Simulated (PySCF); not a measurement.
C₂H₈OZr, SMILES [O](CC)[ZrH3], multiplicity 1.

The structure is a stationary point at B3LYP-D3(BJ)/def2-SVP. The multiplicity is an assumed one; other spin states were not compared. The def2 effective core potentials stand for the cores of Zr; spin–orbit coupling is left out. Other conformers were not sampled.

Two levels are set side by side: TDDFT-PBE/def2-SVPD (PySCF) and TDDFT-CAM-B3LYP/def2-SVPD (PySCF). Vertical, same geometry. The lowest singlet is HOMO−1→LUMO 55 %, HOMO→LUMO+1 45 % with PBE and HOMO−1→LUMO 49 %, HOMO→LUMO+1 47 % with the other functional; states are paired by order. Differences are taken from unrounded values.

| quantity | TDDFT-CAM-B3LYP | TDDFT-PBE | TDDFT-PBE minus TDDFT-CAM-B3LYP |
|---|---|---|---|
| lowest singlet excitation (eV) | 4.32 | 3.98 | -0.34 |
| lowest triplet excitation (TDA) (eV) | 3.95 | 3.63 | -0.32 |

Functionals without exact exchange tend to place singlet excitations lower, as here. Differences between two approximate levels are no errors against the true value.

Rough cost on one machine, each run with all the roots and properties that it gave: TDDFT-CAM-B3LYP against TDDFT-PBE about 5 times.
